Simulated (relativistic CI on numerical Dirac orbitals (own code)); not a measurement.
# Hyperfine structure of Tl XLVI, mass number 204

Method of calculation: Dirac-Coulomb-Breit CI, orbitals from a KLI potential per configuration, model QED, unscaled Slater integrals (own radial code, finite nucleus).

Configurations in the expansion (outside the closed core [Ar] 3d10): 4s2 4p6, 4s2 4p5 4d, 4s 4p6 4d, 4s2 4p5 4f, 4s 4p6 4f, 4p6 4d 4f, 4s2 4p5 5s, 4p6 4d2, 4p5 4d3, 4p5 4d2 4f, 4p5 4d2 5s, 4p6 4f2, 4p5 4d 4f2, 4p5 4f3, 4p5 4f2 5s. Double excitations out of closed p, d and f shells are left out; levels of such configurations are missing from the list, as are those of other unlisted configurations, and high levels can miss mixing partners.

Nuclear spin I = 2, μ = 0.09 μN (tables of Stone and Pyykkö). The electronic factors are computed for point nuclear moments, without core polarisation or the Bohr-Weisskopf and QED corrections.

| Level | E (Ry) | A (MHz) |
| --- | --- | --- |
| 4s2 4p5 4d 3P°_1 | 13.1727 | 2436 |
| 4s2 4p5 4d 3F°_3 | 13.3868 | 2779 |
| 4s2 4p5 4d 3D°_2 | 13.5126 | 2774 |
| 4s2 4p5 4d 3F°_4 | 15.3875 | 1845 |
| 4s2 4p5 4d 3D°_3 | 16.0683 | 1596 |
| 4s2 4p5 4d 3F°_2 | 24.2517 | 10880 |
| 4s2 4p5 4d 1P°_1 | 26.0466 | -7061 |
| 4s2 4p5 4f 3D_1 | 30.9306 | -5255 |

Levels with J = 0, under 50 % of one LS term, or S terms without an open s electron are left out. Small factors come from cancelling terms and can be off by tens of per cent or more.

At this charge energies of transitions that change n are usually good to better than 1 %, and those within a shell (Δn = 0) to a few per cent.

**Question.** Give the hyperfine levels of 4s2 4p5 4d 3F°_2 relative to its centre of gravity.

**Answer.** With K = F(F + 1) − I(I + 1) − J(J + 1), E = AK/2: F = 0: -65290, F = 1: -54410, F = 2: -32650, F = 3: 0, F = 4: 43530 MHz.

LS names give the leading component of a level, which can be under half, so a name can repeat, a term be missing and a line seem to break the LS rules.
